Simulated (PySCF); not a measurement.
The vertical singlet excitations below were computed for one of the candidates. The calculation used TDDFT PBE0/def2-SVPD, vertical, gas phase, core orbitals frozen in the response (PySCF). Geometries: PBE0-D3(BJ)/def2-SVP, one conformer each.

| state | E (eV) | f | main configurations (H = HOMO, L = LUMO) |
| --- | --- | --- | --- |
| S1 | 6.22 | 0.014 | H→L (94%) |
| S2 | 6.70 | 0.096 | H→L+1 (89%) |
| S3 | 6.89 | 0.032 | H-1→L (90%) |
| S4 | 6.95 | 0.0057 | H→L+2 (86%) |
| S5 | 7.30 | 0.067 | H-1→L+1 (86%) |
| S6 | 7.51 | 0.045 | H-1→L+2 (75%), H→L+3 (16%) |
| S7 | 7.64 | 0.023 | H→L+3 (76%), H-1→L+2 (11%) |
| S8 | 7.84 | 0.031 | H-2→L (73%), H→L+4 (14%) |
| S9 | 7.95 | 0.131 | H→L+4 (71%), H-2→L (12%) |
| S10 | 8.08 | 0.0016 | H-3→L (95%) |

Triplets computed (Tamm–Dancoff): 5.33, 6.23, 6.46, 6.66 eV.

**Question.** Which candidate is it?
A. `CC(C)(C)[SiH2]B(O)O`
B. `CS[SiH2]OC(C)=O`
C. `F[C@@H]1C[C@H]1B1OCCO1`

**Answer.** A. Its S1 lies at 6.22 eV; the nearest of the others has S1 at 5.34 eV. S1 is HOMO→LUMO (94%). Löwdin shares by element: HOMO carbon 35% or more, silicon 22%, boron 9% (atoms not listed hold the other 34%); LUMO boron 29%, oxygen 26%, silicon 24% (atoms not listed hold the other 21%). At the same level the other candidates give, for their lowest levels:
- `CS[SiH2]OC(C)=O`: 5.34 eV (f 0.001); 5.87 eV (f 0.001); 6.03 eV (f 0.005); 6.26 eV (f 0.016); 6.69 eV (f 0.016); T1 5.02 eV; HOMO -7.05, LUMO -0.26 eV
- `F[C@@H]1C[C@H]1B1OCCO1`: 7.13 eV (f 0.000); 7.48 eV (f 0.002); 7.71 eV (f 0.042); 7.76 eV (f 0.041); 7.81 eV (f 0.007); T1 6.97 eV; HOMO -8.15, LUMO 0.25 eV

The values belong to the conformer `[CH3:1][C:2]([CH3:3])([CH3:4])[SiH2:5][B:6]([OH:7])[OH:8]`: C1–C2–Si5–B6 57°, C2–Si5–B6–O7 -160°, H–O7–B6–Si5 2°, H–O8–B6–Si5 180°.

Without π bonds the low states are Rydberg-like; a valence basis with one diffuse set may place them up to an eV too high.
